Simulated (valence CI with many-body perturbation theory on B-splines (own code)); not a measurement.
## W⁵²⁺: input, log and results

Computed by valence CI with perturbative core correlation (CI+MBPT): four valence electrons over a frozen Dirac-Fock core [Ar], a basis of 6 s, 6 p, 5 d, 5 f, 1 g functions for each j, with the one-electron correlation potential Σ1 (screened to all orders), the two-electron term Σ2, the three-electron term Σ3, Breit, model QED; selected single and double excitations, second order for the rest, scaled by the run's own slope (own B-spline code, finite nucleus).

Command, and the settings that its task file holds:

```sh
python run_cv.py task.json out
```

```
atom W  Z=74  mass_number=184  rms_radius_fm=5.3658
core [Ar]
valence 3d4
avg = 1
basis = S
breit = 1
cap = 10000
capref = 1200
cscale = 1
de = 0.0
dress = 0
eps = 2e-08
extrap = 1
h = 0.27
hh = 1
l2 = 3
lcore = 6
maxit = 2
n2 = 5
natural = 1
nlev = 21
nno = [3, 3, 3, 3, 1]
nroot = 26
nsp = [3, 3, 2, 2, 0]
pt2 = 1
qed = 1
rpa = 1
s1 = 1
s2 = 1
s3 = 1
screen = 1
tol = 2e-05
whole = 1
```

It took 13 s on 1 thread of Intel(R) Xeon(R) 6975P-C (Granite Rapids) (shared host).

Log. The first blocks belong to the next ion, which gives the ionisation energy. Fields: 2J, parity (1 odd), roots, reference size, generating configurations, candidates as configurations/state functions, variational space P, stored matrix elements, Davidson steps; e2 is the range of second-order energies in hartree. The first line gives the box (bohr), its intervals, the orbitals and the steps of their self-consistent field. Window is the range of levels sought, series limit the energy at which the first omitted orbital would enter, core excitation an estimate of the first excitation out of the core, left out the lowest levels not solved, and shifts from estimates the range by which levels moved from their first estimate, all in cm⁻¹.

```
rmax 2.2 intervals 56 orbitals 40 references ['3d4', '3d3 4s', '3d3 4p'] scf 3 t 0.5
2J=3 par=0 roots 2 ref 27 generators 3 cand 795/1922 P 423/998 nnz 0 it 0
2J=3 par=0 roots 2 ref 27 generators 4 cand 388/951 P 704/1748 nnz 0 it 2
   second order: generators 6 cand 489/1062 e2 -0.00000 -0.00000
reference levels 556, estimated 33, window 1768719 1/cm; series limit 26428133, core excitation 2425677
2J=0 par=0 roots 4 ref 17 generators 4 cand 178/280 P 1082/1962 nnz 0 it 2
2J=0 par=0 roots 4 ref 17 generators 4 cand 76/106 P 1124/2032 nnz 0 it 2
   second order: generators 6 cand 1166/2962 e2 -0.00001 -0.00000
2J=2 par=0 roots 4 ref 36 generators 3 cand 720/2872 P 710/3546 nnz 3.1e+06 it 2
2J=2 par=0 roots 4 ref 36 generators 3 cand 492/1860 P 1108/5168 nnz 6e+06 it 2
   second order: generators 4 cand 872/6089 e2 -0.00000 -0.00000
2J=8 par=0 roots 6 ref 42 generators 4 cand 884/5041 P 464/3555 nnz 3.2e+06 it 2
2J=8 par=0 roots 6 ref 42 generators 4 cand 719/4027 P 1157/7482 nnz 1.3e+07 it 2
   second order: generators 6 cand 1537/15192 e2 -0.00001 -0.00000
2J=4 par=0 roots 7 ref 51 generators 4 cand 903/5219 P 495/3561 nnz 3.1e+06 it 2
2J=4 par=0 roots 7 ref 51 generators 4 cand 739/4206 P 1207/7658 nnz 1.3e+07 it 2
   second order: generators 5 cand 805/8504 e2 -0.00000 -0.00000
2J=6 par=0 roots 5 ref 49 generators 3 cand 916/5713 P 429/3563 nnz 3.4e+06 it 2
2J=6 par=0 roots 5 ref 49 generators 3 cand 775/4695 P 1114/7994 nnz 1.5e+07 it 2
   second order: generators 3 cand 90/264 e2 -0.00000 -0.00000
2J=10 par=0 roots 2 ref 25 generators 2 cand 730/3313 P 520/3521 nnz 3.4e+06 it 2
2J=10 par=0 roots 2 ref 25 generators 2 cand 563/2307 P 905/5470 nnz 7.5e+06 it 2
   second order: generators 2 cand 178/358 e2 -0.00000 -0.00000
2J=12 par=0 roots 2 ref 14 generators 2 cand 425/1487 P 799/3516 nnz 3.2e+06 it 2
2J=12 par=0 roots 2 ref 14 generators 2 cand 136/484 P 900/3898 nnz 3.8e+06 it 2
   second order: generators 2 cand 35/102 e2 -0.00000 -0.00000
left out: unestimated 2666190, estimated 1981243, shifts from estimates -182 to 8
operators 0.8
```

The Davidson iterations stopped at their limit. The settings are bad on purpose, so the numbers may not be properties of the ion.

No measured spectrum was set against this ion. As an estimate, large intervals hold to a few tenths of a per cent, small ones and those within an open d or f shell to about a per cent. Only levels of the ground parity were solved; by the run's estimate the other parity begins above the list, which can be wrong where configurations are misplaced.

* Valence energy: -754.2737 hartree
* Ionisation energy: 4920.6 eV (NIST: 4927 ± 4 eV (semi-empirical))
* Reference configurations for the orbitals: 3d4, 3d3 4s, 3d3 4p
* Radial orbitals: 40
* Box radius: 2.162 bohr
* Largest variational space: 7994
* Lowest levels: (3d3/2^4) J=0 0, (3d3/2^3 3d5/2) J=1 516590, (3d3/2^3 3d5/2) J=4 612840, (3d3/2^3 3d5/2) J=2 638150, (3d3/2^3 3d5/2) J=3 665570, (3d3/2^2 3d5/2^2) J=0 [a] 1103300, (3d3/2^2 3d5/2^2) J=2 [a] 1107900, (3d3/2^2 3d5/2^2) J=4 [a] 1126100, (3d3/2^2 3d5/2^2) J=3 [a] 1142600, (3d3/2^2 3d5/2^2) J=5 1172100, (3d3/2^2 3d5/2^2) J=6 1195000, (3d3/2^2 3d5/2^2) J=1 1214300, (3d3/2^2 3d5/2^2) J=3 [b] 1239300, (3d3/2^2 3d5/2^2) J=4 [b] 1242400 cm⁻¹

Levels are named by their leading jj configuration (3d3/2^4 stands for four electrons in 3d with j = 3/2), which in mixed levels can hold well under half, so a name can repeat and another be missing. Letters in brackets count levels of one name in rising energy.
